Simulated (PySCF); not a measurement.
# Electron correlation in Lu⁺ (lutetium, charge +1)

[Xe] 4f14 6s2, closed-shell 1S. All numbers are calculated (PySCF 2.14, scalar relativity by spin-free X2C-1e, in ANO-RCC-VTZP). Frozen: [Ar] 3d10; 42 electrons correlated.

MP2 pair energies summed by pair of shells (mhartree):

| pair | energy | share (%) |
| --- | --- | --- |
| 4f-4f | -753.39 | 38.3 |
| 4d-4f | -316.88 | 16.1 |
| 4f-5p | -301.75 | 15.4 |
| 5p-5p | -122.42 | 6.2 |
| 4p-4f | -81.85 | 4.2 |
| 4d-4d | -70.26 | 3.6 |
| 4f-5s | -62.99 | 3.2 |
| 4p-4d | -38.46 | 2.0 |
| 5p-6s | -36.76 | 1.9 |
| 4d-5p | -34.42 | 1.8 |
| 5s-5p | -29.12 | 1.5 |
| 4f-6s | -24.24 | 1.2 |
| 6s-6s | -18.97 | 1.0 |
| 4s-4f | -15.94 | 0.8 |
| 4d-5s | -14.92 | 0.8 |
| 4p-4p | -10.23 | 0.5 |
| 4s-4d | -8.73 | 0.4 |
| 5s-5s | -5.90 | 0.3 |
| 4p-5p | -5.25 | 0.3 |
| 4s-4p | -4.57 | 0.2 |
| 4p-5s | -2.50 | 0.1 |
| 5s-6s | -1.79 | 0.1 |
| 4d-6s | -1.44 | 0.1 |
| 4s-4s | -0.95 | 0.0 |
| 4s-5p | -0.58 | 0.0 |
| 4p-6s | -0.24 | 0.0 |
| 4s-5s | -0.23 | 0.0 |
| 4s-6s | -0.02 | 0.0 |

Total MP2 correlation energy: -1964.8 mhartree.

Same-spin part -755.33 and opposite-spin part -1209.4 mhartree; SCS-MP2 scales them by 1/3 and 6/5 to -1703.1 mhartree.
